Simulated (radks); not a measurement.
Values are calculated unless marked as measured or tabulated.
Task: The mean radii <r> (bohr) of the occupied orbitals of an atom or ion are listed with their occupations. Code: a radial shooting solver on a logarithmic mesh with Libxc functionals. Model: scalar-relativistic Kohn-Sham, PBE, spin-polarised, spherical densities, finite nucleus; Fermi nuclear charge, rms radius of each element as measured or else 0.836 A^(1/3) + 0.57 fm.

orbital  occ.      <r>
1s up       1  0.02507
1s down     1  0.02507
2s up       1   0.1074
2s down     1   0.1074
2p up       3  0.09422
2p down     3  0.09421
3s up       1   0.2846
3s down     1   0.2845
3p up       3   0.2824
3p down     3   0.2823
3d up       5   0.2589
3d down     5   0.2588
4s up       1   0.6367
4s down     1   0.6368
4p up       3   0.6665
4p down     3   0.6670
4d up       5   0.7094
4d down     2   0.7109

Name the element and its charge. Open shells, if any, are filled with parallel spins first.

Result: Z = 57, lanthanum, charge +14: La14+ in [Kr] 4d7. The 1s radius gives Z: for a bare nucleus <r> = (2 gamma + 1)/(2Z) with gamma = sqrt(1 - (Z/c)^2), 0.02473 bohr for Z = 57, and screening makes it slightly larger (0.02507 here). The occupations add up to 43, and the charge is Z minus that.
